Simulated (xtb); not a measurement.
A geometry relaxed with GFN2-xTB (xtb), charge 0, multiplicity 1:

```xyz
5

H     -1.9656    -0.1443    -0.1980
C      0.0025     0.0525     0.0007
H      1.9438    -0.3296     0.1896
N      1.1796     0.1622    -0.2258
N     -1.1603     0.2592     0.2335
```

### Question
Write the SMILES of this molecule.

### Answer
`N=C=N`
